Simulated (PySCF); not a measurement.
A series of substituents X on one scaffold: allenyl-X. Gas-phase values, no solvent. One relaxed conformer stands for each flexible species; it need not be the lowest. Strings in code marks are SMILES.

The numbers are results of ωB97X-D3(BJ)/def2-TZVP // PBE0-D3(BJ)/def2-TZVP (PySCF), not measurements. Delta-SCF ions had no search for a lower state. Excitations are Tamm–Dancoff values on a coarser integration grid. The basis has no diffuse functions, so Rydberg states are missing or too high.

| species | S1–T1 gap (TDA) (eV) | HOMO–LUMO gap (eV) | vertical ionisation energy (Delta-SCF) (eV) | HOMO (eV) |
|---|---|---|---|---|
| X = formyl | 0.53 | 10.58 | [?] | -10.03 |
| X = ethynyl | [?] | 10.66 | 9.19 | -9.31 |
| X = hydroxymethyl (`OCC=C=C`) | 1.31 | 12.19 | [?] | [?] |
| X = germyl (`C=C=[CH][GeH3]`) | 1.05 | 11.93 | 9.61 | -9.78 |

Problem. What belongs in the gaps?

Solution. 
- X = formyl, vertical ionisation energy (Delta-SCF) (eV): 9.87
- X = ethynyl, S1–T1 gap (TDA) (eV): 1.81
- X = hydroxymethyl (`OCC=C=C`), vertical ionisation energy (Delta-SCF) (eV): 9.84
- X = hydroxymethyl (`OCC=C=C`), HOMO (eV): -9.95
